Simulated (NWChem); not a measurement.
Species: WSCl$_{3}$ cation; SMILES [Cl][W+](=[S])([Cl])[Cl]

```xyz
5

W      0.0000     0.0000    -0.0086
S      0.0000     0.0000     2.0945
Cl     2.0069    -0.6942    -0.6434
Cl    -1.6047    -1.3909    -0.6434
Cl    -0.4022     2.0851    -0.6434
```
Atoms are numbered in this order, from 1.

Level: PBE-D3(BJ)/def2-SVP with def2 effective core potentials on W (NWChem), optimised geometry, unscaled harmonic frequencies. The spin multiplicity was typed, not searched, and may not be the lowest. def2 effective core potentials on W; no spin-orbit coupling.

```tsv
frequency (cm⁻¹)	IR intensity (km/mol)
114	0.0
114	0.0
135	0.2
166	0.2
166	0.2
430	9.5
451	37.8
451	37.8
569	13.6
```

| Property | Result |
|---|---|
| zero-point energy | 3.7 kcal/mol |
| thermal correction to the enthalpy at 298.15 K (with zero-point energy) | 8.8 kcal/mol |
| heat capacity Cv | 20.7 cal/(mol K) |
| entropy at 298.15 K and 1 atm (symmetry number 3) | 87.9 cal/(mol K) |

Rigid rotor and harmonic oscillator.
